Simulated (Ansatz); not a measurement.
Reaction (ligand exchange at the Si–C bond): `OC[SiH2]CCl` + `O[SiH3]` → `OC[SiH2]O[SiH3]` + `CCl`

Calculated with Ansatz (gas phase, PBE0-D4/def2-TZVP geometries, no zero-point term in ΔE). CCSD(T)/CBS is the MP2 limit (def2-TZVPP, def2-QZVPP) plus CCSD(T) − MP2 in def2-TZVPP, frozen cores. This one scheme is used for every species. Functionals use def2-TZVPP. One conformer a species, not always the lowest.

`OC[SiH2]CCl`:

Z-matrix (Å, degrees):
```
C
Si 1 1.890
O 1 1.416 2 114.4
H 1 1.094 2 108.1 3 -118.7
H 1 1.102 2 109.6 3 126.4
C 2 1.890 1 110.4 3 -72.1
H 2 1.484 1 110.9 3 48.3
H 2 1.491 1 110.1 3 170.4
H 3 0.962 1 108.4 2 52.0
Cl 6 1.795 2 110.4 1 53.7
H 6 1.090 2 112.5 1 172.9
H 6 1.091 2 111.7 1 -65.0
```

`O[SiH3]`:

Cartesian coordinates in Å:
```
O -0.222 0.068 1.260
Si -0.105 -0.021 -0.381
H 0.591 0.098 1.766
H 0.611 1.156 -0.945
H -1.496 -0.053 -0.886
H 0.620 -1.247 -0.815
```

`OC[SiH2]O[SiH3]`:

Cartesian coordinates in Å:
```
O -0.351 -1.041 1.344
C -1.283 -0.954 0.273
Si -1.086 0.766 -0.460
O 0.482 0.999 -0.857
Si 1.997 0.650 -0.338
H -0.342 -1.938 1.685
H -1.080 -1.705 -0.503
H -2.317 -1.110 0.614
H -1.512 1.790 0.529
H -1.915 0.879 -1.688
H 2.183 1.053 1.079
H 2.942 1.412 -1.193
H 2.280 -0.801 -0.485
```

`CCl`:

Z-matrix (Å, degrees):
```
C
Cl 1 1.773
H 1 1.088 2 108.6
H 1 1.087 2 108.7 3 -120.0
H 1 1.088 2 108.7 3 120.0
```

CCSD(T)/CBS gives -120.4 kJ/mol.

**Question.** Another level gave -125.7 kJ/mol. Which?
A. PBE0-D4/def2-TZVPP
B. PBE-D4/def2-TZVPP
C. r2SCAN/def2-TZVPP
D. CCSD/def2-TZVPP

**Answer.** D. CCSD/def2-TZVPP -125.7, r2SCAN -117.0, PBE0-D4 -111.3, PBE-D4 -102.4 kJ/mol.

Largest T1 diagnostic among the species: 0.011.

From PBE to PBE0 (25 % exact exchange), in def2-TZVPP and without D4, ΔE moves by −8.8 kJ/mol. In def2-TZVPP, CCSD(T) changes the Hartree–Fock value by +27.9 kJ/mol (the triples alone add +4.7 kJ/mol) and MP2 by +27.0 kJ/mol.
